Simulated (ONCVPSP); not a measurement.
**LDA (Perdew-Wang 92) ONCV dataset for Al, scalar-relativistic all-electron reference.**

```json
{
  "Element": "aluminium (Al)",
  "Generator": "ONCVPSP 4.0.1",
  "Type": "optimised norm-conserving Vanderbilt (ONCV)",
  "Functional": "LDA (Perdew-Wang 92)",
  "Relativity": "scalar-relativistic",
  "Frozen core": "[He]",
  "Valence charge": "11",
  "Reference configuration": "2s2 2p6 3s2 3p1",
  "Partial waves": "2s+3s: rc 0.95 bohr, ncon 5, nbas 9, qcut 10 1/bohr, 2 projectors; 2p+3p: rc 1.10 bohr, ncon 4, nbas 8, qcut 13.4 1/bohr, 2 projectors; d scattering state at 0.12 Ha: rc 1.20 bohr, ncon 4, nbas 9, qcut 8.5 1/bohr, 2 projectors, debl 2.2 Ha",
  "Local potential": "polynomial inside 0.65 bohr (lpopt 5, dvloc0 0 Ha)",
  "Core correction": "Teter function, fcfact 3, rcfact 1.6"
}
```

All-electron outer shells of the reference configuration (LDA (PZ), scalar-relativistic, ld1.x):

```json
{"shell": "1s", "level (eV)": "-1504.30", "outermost node (bohr)": "–", "outermost maximum (bohr)": "0.08"}
{"shell": "2s", "level (eV)": "-107.50", "outermost node (bohr)": "0.17", "outermost maximum (bohr)": "0.50"}
{"shell": "2p", "level (eV)": "-69.71", "outermost node (bohr)": "–", "outermost maximum (bohr)": "0.43"}
{"shell": "3s", "level (eV)": "-7.84", "outermost node (bohr)": "0.80", "outermost maximum (bohr)": "2.06"}
{"shell": "3p", "level (eV)": "-2.79", "outermost node (bohr)": "0.82", "outermost maximum (bohr)": "2.64"}
```

What the tests gave:

| Property | Result |
| --- | --- |
| Cutoffs needed | 68 Ha and 133 Ha (the cutoffs (Ha) at which the residual kinetic energy of the hardest occupied pseudo-wave falls to 1 and 0.1 mHa per electron) |
| Ghost test | no bound ghost flagged; no localised positive-energy state flagged |
| Configuration tests | 1 of 4 tests not solved or not reliable |
| rms error of d²Exc/dni dnj | 1.71 mHa without and 1.06 mHa with the model core |

Generation and tests took about 4.1 s on one core of a shared server CPU.
